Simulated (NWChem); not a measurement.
System: 1,4-dioxane (C$_{4}$H$_{8}$O$_{2}$); SMILES C1COCCO1

NWChem input:

```
start job
memory heap 200 mb stack 900 mb global 1100 mb
geometry units angstroms noautosym nocenter noautoz
  C      1.141899     0.672442    -0.349019
  C      1.136286    -0.681026     0.349264
  O     -0.005406    -1.457482    -0.000815
  C     -1.141899    -0.672442    -0.349019
  C     -1.136286     0.681026     0.349264
  O      0.005406     1.457482    -0.000815
  H      2.047647     1.248314    -0.062315
  H      1.187696     0.514343    -1.455002
  H      2.038075    -1.263627     0.063773
  H      1.181801    -0.523332     1.455322
  H     -1.187696    -0.514343    -1.455002
  H     -2.047647    -1.248314    -0.062315
  H     -2.038075     1.263627     0.063773
  H     -1.181801     0.523332     1.455322
end
basis spherical
  * library def2-svp
end
dft
  xc xpbe96 cpbe96
  iterations 150
end
cosmo
  do_cosmo_smd true
  solvent etoac
end
task dft energy
```

Parts of the log:

```
             Northwest Computational Chemistry Package (NWChem) 7.3.0
             --------------------------------------------------------

                             Geometry "geometry" -> ""
                             -------------------------

 Output coordinates in angstroms (scale by  1.889725989 to convert to a.u.)

  No.       Tag          Charge          X              Y              Z
 ---- ---------------- ---------- -------------- -------------- --------------
    1 C                    6.0000     1.14189900     0.67244200    -0.34901900
    2 C                    6.0000     1.13628600    -0.68102600     0.34926400
    3 O                    8.0000    -0.00540600    -1.45748200    -0.00081500
    4 C                    6.0000    -1.14189900    -0.67244200    -0.34901900
    5 C                    6.0000    -1.13628600     0.68102600     0.34926400
    6 O                    8.0000     0.00540600     1.45748200    -0.00081500
    7 H                    1.0000     2.04764700     1.24831400    -0.06231500
    8 H                    1.0000     1.18769600     0.51434300    -1.45500200
    9 H                    1.0000     2.03807500    -1.26362700     0.06377300
   10 H                    1.0000     1.18180100    -0.52333200     1.45532200
   11 H                    1.0000    -1.18769600    -0.51434300    -1.45500200
   12 H                    1.0000    -2.04764700    -1.24831400    -0.06231500
   13 H                    1.0000    -2.03807500     1.26362700     0.06377300
   14 H                    1.0000    -1.18180100     0.52333200     1.45532200

 Effective nuclear repulsion energy (a.u.)     263.0799326870

  pbe96 is a nonlocal functional; adding pw91lda local functional.

                                 NWChem DFT Module
                                 -----------------

 Summary of "ao basis" -> "ao basis" (spherical)
 ------------------------------------------------------------------------------
       Tag                 Description            Shells   Functions and Types
 ---------------- ------------------------------  ------  ---------------------
 C                          def2-svp                 6       14   3s2p1d
 O                          def2-svp                 6       14   3s2p1d
 H                          def2-svp                 3        5   2s1p

 in cosmo_initialize ...
 calling solv_data for solv:etoac

[...]

                                COSMO-SMD solvation results
                                ---------------------------

             internal energy in gas <Psi(g)|H|Psi(g)> =      -307.048159768650
         internal energy in solvent <Psi(s)|H|Psi(s)> =      -307.047838161993
                               delta internal energy  =         0.000321606657 (    0.20 kcal/mol)
   total free energy in solvent <Psi(s)|H+V/2|Psi(s)> =      -307.052822885962
 polarization energy contribution <Psi(s)|V/2|Psi(s)> =        -0.004984723969 (   -3.13 kcal/mol)
    total free energy in solvent including G(SMD-CDS) =      -307.056053752600
                       G(SMD-CDS) energy contribution =        -0.003230866637 (   -2.03 kcal/mol)
     1 M fixed-concentration free energy of solvation =        -0.007893983950 (   -4.95 kcal/mol)

                       DFT Final Molecular Orbital Analysis
                       ------------------------------------

 Vector   22  Occ=2.000000D+00  E=-2.366118D-01
              MO Center= -5.5D-08, -5.8D-08, -1.5D-04, r^2= 3.4D+00
   Bfn.  Coefficient  Atom+Function         Bfn.  Coefficient  Atom+Function
  ----- ------------  ---------------      ----- ------------  ---------------
    33      0.340064   3 O  py               75     -0.340064   6 O  py
    36      0.256433   3 O  py               78     -0.256433   6 O  py
     5      0.228250   1 C  py               19     -0.228396   2 C  py
    47     -0.228250   4 C  py               61      0.228396   5 C  py
    95      0.127933   9 H  s               115      0.127933  13 H  s

 Vector   23  Occ=2.000000D+00  E=-2.077903D-01
              MO Center=  8.8D-09,  4.9D-08, -6.4D-04, r^2= 3.3D+00
   Bfn.  Coefficient  Atom+Function         Bfn.  Coefficient  Atom+Function
  ----- ------------  ---------------      ----- ------------  ---------------
    34      0.386498   3 O  pz               76      0.386498   6 O  pz
    37      0.281750   3 O  pz               79      0.281750   6 O  pz
    32     -0.154359   3 O  px               74      0.154359   6 O  px
    35     -0.130979   3 O  px               77      0.130978   6 O  px
    90      0.115561   8 H  s               100     -0.115407  10 H  s

 Vector   24  Occ=2.000000D+00  E=-1.940941D-01
              MO Center=  6.5D-09, -4.3D-08, -4.2D-04, r^2= 3.3D+00
   Bfn.  Coefficient  Atom+Function         Bfn.  Coefficient  Atom+Function
  ----- ------------  ---------------      ----- ------------  ---------------
    34      0.369591   3 O  pz               76     -0.369591   6 O  pz
    37      0.282326   3 O  pz               79     -0.282326   6 O  pz
    90     -0.175796   8 H  s               100     -0.175870  10 H  s
   105      0.175796  11 H  s               120      0.175870  14 H  s
    91     -0.174730   8 H  s               101     -0.174741  10 H  s

 Vector   25  Occ=0.000000D+00  E= 3.977289D-02
              MO Center=  7.5D-08,  1.8D-09,  1.0D-03, r^2= 8.0D+00
   Bfn.  Coefficient  Atom+Function         Bfn.  Coefficient  Atom+Function
  ----- ------------  ---------------      ----- ------------  ---------------
     3      0.847858   1 C  s                17      0.849356   2 C  s
    45      0.847858   4 C  s                59      0.849356   5 C  s
    91     -0.648313   8 H  s               101     -0.648480  10 H  s
   106     -0.648313  11 H  s               121     -0.648480  14 H  s
    86     -0.634929   7 H  s                96     -0.635212   9 H  s

[...]
```

Level: PBE/def2-SVP, SMD on the gas-phase geometry. Structure relaxed at the PBE-D3(BJ)/def2-SVP level. Solvent: ethyl acetate.
